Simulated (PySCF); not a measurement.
# Frontier orbitals and the lowest excitations

InEt2(nPr), C₇H₁₇In.
Geometry (PBE0-D3(BJ)/def2-SVP, Å), atoms numbered from 1 in this order:
```
atom  x, y, z in Å
In1   -0.2115    0.5803   -0.1410
C2     1.9501    0.3524   -0.4355
C3     2.7444    0.4035    0.8678
H4     2.2790    1.1596   -1.1118
H5     2.1356   -0.5959   -0.9654
H6     3.8312    0.3054    0.6972
H7     2.5947    1.3530    1.4082
H8     2.4618   -0.4067    1.5606
C9    -0.9847    2.5633    0.3719
C10    0.0749    3.6511    0.4945
H11   -1.5563    2.4580    1.3104
H12   -1.7344    2.8262   -0.3949
H13   -0.3601    4.6359    0.7410
H14    0.8118    3.4224    1.2816
H15    0.6455    3.7794   -0.4398
C16   -1.5275   -1.1562   -0.3251
C17   -0.8103   -2.4890   -0.5147
C18   -1.7559   -3.6740   -0.6633
H19   -2.2111   -0.9598   -1.1715
H20   -2.1749   -1.1845    0.5698
H21   -0.1307   -2.6749    0.3364
H22   -0.1516   -2.4392   -1.4001
H23   -2.4183   -3.5448   -1.5349
H24   -1.2105   -4.6223   -0.7950
H25   -2.4012   -3.7794    0.2241
```

Method used: PySCF 2.14.0, density-fitted response routines, TDDFT CAM-B3LYP/def2-SVPD, vertical, gas phase, core orbitals frozen in the response, def2 core potentials past Kr. Spin–orbit coupling is left out.

Kohn–Sham orbitals with the atoms that hold most of them (Löwdin shares over 4%, at most four atoms; ? is withheld):

| orbital | ε (eV) | atoms |
| --- | --- | --- |
| LUMO+2 | 1.52 | In1 22%, C3 8%, C10 7%, H15 5% |
| LUMO+1 | 0.31 | In1 59% |
| LUMO | -0.14 | ? |
| HOMO | -7.72 | C2 30%, C9 18%, In1 18%, C3 7% |
| HOMO-1 | -7.80 | ? |
| HOMO-2 | -10.43 | C17 27%, C16 14%, C18 12%, H22 12% |
| HOMO-3 | -10.68 | C17 17%, C16 12%, C18 10%, C2 8% |

(1) Give the leading atoms of the LUMO.

(2) Give the leading atoms of the HOMO-1.

(3) The HOMO–LUMO gap is 7.58 eV. Where does the response calculation put the lowest singlet, and from which orbitals?

(4) Give energy, strength and leading configuration of S1, S2, S3 and S4, and follow the Löwdin shares of the leading atoms from the occupied to the empty orbital.

Answers

(1) In1 (bonded to 3 C) 59%; C16 (bonded to C, In and 2 H) 7%; C9 (bonded to C, In and 2 H) 7%; C2 (bonded to C, In and 2 H) 6%. By element: indium 59%, carbon 21% or more.

(2) C16 (bonded to C, In and 2 H) 30%; In1 (bonded to 3 C) 18%; C9 (bonded to C, In and 2 H) 15%; C17 (bonded to 2 C and 2 H) 6%. By element: carbon 51% or more, indium 18%.

(3) S1 is at 4.24 eV (f = 0.0006), 3.34 eV below the gap, made of HOMO→LUMO (97%). 

(4) 
- S1 (4.24 eV, f 0.0006), HOMO→LUMO (97%): C2 30% → 6%, C9 18% → 7%, In1 18% → 59%, C16 at most 8% → 7%
- S2 (4.35 eV, f 0.0001), HOMO-1→LUMO (97%): C16 30% → 7%, In1 18% → 59%
- S3 (5.52 eV, f 0.089), HOMO→LUMO+1 (91%): C2 30% → at most 4%, C9 18% → at most 4%, In1 18% → 59%
- S4 (5.60 eV, f 0.133), HOMO-1→LUMO+1 (92%): C16 30% → at most 4%, In1 18% → 59%

One conformer stands for the species.
